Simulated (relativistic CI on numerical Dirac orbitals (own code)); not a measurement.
# Cu³⁺ in a cubic cluster: 2p photoemission with charge transfer

Computed with a charge-transfer multiplet model of a cubic metal-ligand cluster with up to 2 ligand holes, Slater and spin-orbit integrals from Dirac-Coulomb-Breit ions, Slater integrals scaled by 0.7. The ground state mixes d8 with configurations of k ligand holes L, whose averages lie at kΔ + k(k − 1)U_dd/2; a core hole lowers each added d electron by U_cd. 300 K, Lorentzian 0.6 eV and Gaussian 0.8 eV FWHM.

Atomic integrals in eV (Slater integrals scaled, ζ unscaled), ground: F2dd 9.683, F4dd 6.042, zeta_d 0.110; with the core hole: F2dd 10.861, F4dd 6.812, zeta_d 0.150, zeta_core 13.370, F2cd 6.618, G1cd 5.133, G3cd 2.922.

Cluster parameters (eV): Δ = 2.7, U_dd = 6.9, U_cd = 8.1, 10Dq = 0.35, 10Dq(ligand) = 0.9, final-state hopping factor = 1.

Weights, n_d and S are thermal averages at 300 K. Binding energies count from the first peak over 30 % of the highest in each spectrum, which can be another peak from case to case. The parameters are a model scan and need not match a compound or its usual spin state. Peaks in eV (height, largest 100): 0.0 (100), 6.5 (48), 10.9 (13), 12.7 (8), 20.5 (48), 26.7 (27), 31.0 (13).

Problem. Which parameters give this spectrum?
A. V(eg) = 1.75 eV, V(t2g) = -0.87 eV
B. V(eg) = 2.35 eV, V(t2g) = -1.17 eV
C. V(eg) = 1.45 eV, V(t2g) = -0.72 eV
D. V(eg) = 2.05 eV, V(t2g) = -1.02 eV
E. V(eg) = 0.55 eV, V(t2g) = -0.27 eV

Solution. B. V(eg) = 2.35 eV, V(t2g) = -1.17 eV; the ground state then has 8.33 d electrons and S = 1.00. The choice follows from running the model for each set and comparing peak positions and heights.
